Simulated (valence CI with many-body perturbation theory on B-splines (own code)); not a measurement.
The numbers below are computed, except where a source is named.
# From CI to CI+MBPT in Dy²⁷⁺

Level of theory: valence CI with perturbative core correlation (CI+MBPT): three valence electrons over a frozen Dirac-Fock core [Kr], radial functions for each j: 9 s, 9 p, 10 d, 8 f, 5 g, 3 h, 1 i, with the one-electron correlation potential Σ1, the two-electron term Σ2, the three-electron term Σ3, Breit, model QED; selected CI, second order for the rest (own B-spline code, finite nucleus).

No measured spectrum was set against this ion. As an estimate, large intervals hold to a few tenths of a per cent, small ones and those within an open d or f shell to about a per cent. Only levels of the ground parity were solved; by the run's estimate the other parity begins above the list, which can be wrong where configurations are misplaced.

Each rung adds one term. CI alone is the Dirac-Coulomb CI over the frozen core; QED comes last and gives the full result, which names the levels. Energies are above (4d3/2^3) J=3/2 on the same rung, in eV.

Levels are named by their leading jj configuration (3d3/2^4 stands for four electrons in 3d with j = 3/2), which in mixed levels can hold well under half, so a name can repeat and another be missing. Letters in brackets count levels of one name in rising energy.

```tsv
Level	CI alone	Σ1	Σ2	Σ3	Breit	QED	Full
(4d3/2^2 4d5/2) J=5/2 [a]	7.067	+0.0635	+0.0237	+0.0250	-0.2176	+0.0251	6.987
(4d3/2^2 4d5/2) J=3/2	9.419	+0.0581	-0.0818	+0.0388	-0.1866	+0.0228	9.271
(4d3/2^2 4d5/2) J=7/2	10.115	+0.0728	-0.1220	-0.0063	-0.2776	+0.0275	9.809
(4d3/2^2 4d5/2) J=9/2	10.904	+0.0693	-0.2693	-0.0135	-0.2847	+0.0253	10.431
(4d3/2^2 4d5/2) J=1/2	10.919	+0.0620	-0.1332	+0.0365	-0.2077	+0.0243	10.701
(4d3/2^2 4d5/2) J=5/2 [b]	16.466	+0.0841	-0.1395	-0.0321	-0.2791	+0.0327	16.132
(4d3/2 4d5/2^2) J=7/2 [a]	17.529	+0.1239	-0.0712	-0.0134	-0.4306	+0.0485	17.186
(4d3/2 4d5/2^2) J=9/2	18.672	+0.1320	-0.1544	+0.0181	-0.4879	+0.0511	18.231
(4d3/2 4d5/2^2) J=3/2 [a]	20.020	+0.1265	+0.0269	-0.0330	-0.4093	+0.0501	19.781
(4d3/2 4d5/2^2) J=1/2	20.847	+0.1284	-0.0380	+0.0534	-0.4235	+0.0506	20.618
(4d3/2 4d5/2^2) J=11/2	22.160	+0.1361	-0.4328	-0.0110	-0.5211	+0.0509	21.382
(4d3/2 4d5/2^2) J=5/2 [a]	22.736	+0.1179	-0.3607	-0.1107	-0.3856	+0.0455	22.042
(4d3/2 4d5/2^2) J=5/2 [b]	23.883	+0.1330	-0.2112	-0.0748	-0.4429	+0.0514	23.339
(4d3/2 4d5/2^2) J=7/2 [b]	25.030	+0.1311	-0.4549	-0.0668	-0.4588	+0.0497	24.230
(4d5/2^3) J=9/2	28.589	+0.1946	-0.0962	-0.0270	-0.6809	+0.0762	28.056
(4d3/2 4d5/2^2) J=3/2 [b]	28.536	+0.1572	+0.1591	-0.0179	-0.5053	+0.0620	28.391
(4d5/2^3) J=3/2	34.217	+0.1701	-0.2709	-0.1361	-0.5450	+0.0661	33.501
(4d5/2^3) J=5/2	36.430	+0.1857	+0.0704	-0.1215	-0.6044	+0.0733	36.034
```

The middle columns are the shifts that each term adds.

How does the ionisation energy move along the ladder, and which term matters most?

CI alone 965.88, + Σ1 968.49, + Σ2 970.04, + Σ3 970.05, + Breit 969.56, + QED 969.62 eV. The largest step is Σ1, 2.61 eV. NIST lists 969 ± 4 eV (theoretical).
